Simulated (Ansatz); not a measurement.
Reaction (substitution at a C–Se bond): `F/C=N\C[SeH]` + H–F → `F/C=N\CF` + H₂Se

Computed with Ansatz on PBE0-D4/def2-TZVP structures; ΔE is electronic, products minus reactants. CCSD(T)/CBS adds triple-zeta CCSD(T) − MP2 to the extrapolated MP2 energy (def2 sets, frozen cores). This one scheme is used for every species. Double bonds are as drawn, so ΔE can hold a change between cis and trans. DFT in def2-TZVPP. B3LYP here is the variant with VWN-RPA as its local correlation; programs differ in this. HSE06 is defined as in plane-wave codes. For Se outer-core shells are correlated without core-valence functions, which leaves a few kJ/mol of doubt a bond. Scalar relativity is left out up to krypton. Each species was taken in one conformer, which may not be the lowest.

| level | ΔE (kcal/mol) | difference from CCSD(T)/CBS |
| --- | --- | --- |
| LDA (SPW92) | 3.8 | -5.4 |
| PBE-D4 | 5.8 | -3.4 |
| revPBE-D4 | 7.2 | -2.0 |
| BLYP-D4 | 5.3 | -3.9 |
| r2SCAN-D4 | 4.5 | -4.7 |
| B97M-V | 3.4 | -5.8 |
| B3LYP-D4 | 5.1 | -4.1 |
| r2SCANh-D4 | 4.8 | -4.4 |
| r2SCAN0-D4 | 5.1 | -4.1 |
| HSE06-D4 | 6.0 | -3.2 |
| BHLYP-D4 | 4.5 | -4.7 |
| CAM-B3LYP-D4 | 3.4 | -5.8 |
| ωB97X-V | 4.3 | -4.9 |
| ωB97M-V | 5.3 | -3.9 |
| B2PLYP | 5.5 | -3.7 |
| PBE-QIDH | 7.3 | -1.9 |
| PBE | 4.4 | -4.8 |
| revPBE | 4.2 | -5.0 |
| BLYP | 2.3 | -6.9 |
| PBE0 | 4.8 | -4.4 |
| B3LYP | 2.8 | -6.4 |
| r2SCANh | 4.4 | -4.8 |
| r2SCAN0 | 4.7 | -4.5 |
| HSE06 | 4.8 | -4.4 |
| BHLYP | 2.5 | -6.7 |
| CAM-B3LYP | 2.1 | -7.1 |
| LC-ωPBE | 4.1 | -5.1 |
| RPA@PBE/def2-TZVPP | 7.3 | -1.9 |
| HF/def2-SVP | -4.1 | -13.3 |
| MP2/def2-SVP | 3.6 | -5.6 |
| CCSD/def2-SVP | 0.3 | -8.9 |
| CCSD(T)/def2-SVP | 1.0 | -8.2 |
| HF/def2-TZVPP | 0.5 | -8.7 |
| MP2/def2-TZVPP | 11.2 | 2.0 |
| SCS-MP2/def2-TZVPP | 8.9 | -0.3 |
| CCSD(T)/def2-TZVPP | 8.0 | -1.2 |
| HF/def2-QZVPP | 0.6 | -8.6 |
| SCS-MP2/def2-QZVPP | 9.6 | 0.4 |
| HF/CBS(def2) | 0.6 | -8.6 |
| CCSD/CBS(def2) | 8.2 | -1.0 |
| CCSD(T)/CBS | 9.2 | 0 |

Largest T1 diagnostic among the species: 0.013.

At CCSD(T), def2-SVP lies −8.2 kcal/mol from the extrapolated value and def2-TZVPP −1.2 kcal/mol. The D4 term adds +2.3 kcal/mol with B3LYP and +1.2 kcal/mol with PBE0; it sums over pairs of atoms, weighted by their polarisabilities, and B3LYP, whose exchange is more repulsive, gets the larger term. In def2-TZVPP, CCSD(T) changes the Hartree–Fock value by +7.5 kcal/mol (the triples alone add +1.0 kcal/mol) and MP2 by +10.7 kcal/mol.

CCSD(T)/CBS has its own doubt, a few kJ/mol and more with outer-core shells, so smaller differences from it don't rank the levels.
